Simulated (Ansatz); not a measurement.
Reaction (ligand exchange at a Ge–C bond): `C#[C][GeH2][Cl]` + HBr → `[Cl][GeH2][Br]` + acetylene

Program: Ansatz. Geometries: PBE0-D4/def2-TZVP. ΔE: electronic, gas phase. CCSD(T)/CBS is the MP2 limit (def2-TZVPP, def2-QZVPP) plus CCSD(T) − MP2 in def2-TZVPP, frozen cores. This one scheme is used for every species. DFT in def2-TZVPP. For Br, Ge outer-core shells are correlated without core-valence functions, which leaves a few kJ/mol of doubt a bond. Scalar relativity is left out up to krypton.

```csv
level,ΔE (kJ/mol)
r2SCANh,-67.1
CAM-B3LYP,-64.1
HF/CBS(def2),-70.9
MP2/CBS(def2),-63.4
```

(1) What does CCSD(T)/CBS give? (An estimate is asked.)

(2) What do rigid-rotor, harmonic-oscillator terms from PBE0-D4/def2-TZVP frequencies (298.15 K, 1 bar) make of the CCSD(T)/CBS value? (An estimate is asked.)

Largest T1 diagnostic among the species: 0.013.

Results:

(1) Ansatz gave: -62.2 kJ/mol. The listed levels differ from it by -4.9, -1.9, -8.7, -1.2 kJ/mol.

(2) Computed: ΔZPE = +7.7 kJ/mol, ΔH = -55.8 kJ/mol, ΔS = -5 J/(mol·K), ΔG = -54.4 kJ/mol.

In def2-TZVPP, CCSD(T) changes the Hartree–Fock value by +14.7 kJ/mol (the triples alone add +1.4 kJ/mol) and MP2 by +13.5 kJ/mol. At CCSD(T), def2-SVP lies +7.3 kJ/mol from the extrapolated value and def2-TZVPP +6.4 kJ/mol. Leaving LDA and LC-ωPBE aside and taking each functional with its dispersion term where it has one, the values, not all of them listed here, spread over 6.3 kJ/mol, from BHLYP-D4 to B97M-V. LDA lies +4.0 kJ/mol from PBE without D4.
